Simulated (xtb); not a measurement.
HP2, SMILES P#[PH+], charge +1. All values are semi-empirical tight-binding results from xtb (GFN2-xTB unless named), good for trends rather than for accurate numbers. Geometry optimised at GFN2-xTB. The isomer is the one that the SMILES or the coordinates give; other isomers of the formula were not compared.

- point group as xtb finds it = C∞v
- orbital gap = 2.59 eV
- zero-point energy = 6.2 kcal/mol
- G − E(el) at 298.15 K (modified RRHO) = -7.7 kcal/mol
- static polarisability (D4 model) = 49.8 bohr³
- solvation energy, GFN2-xTB/ALPB(dmso) = -55.7 kcal/mol
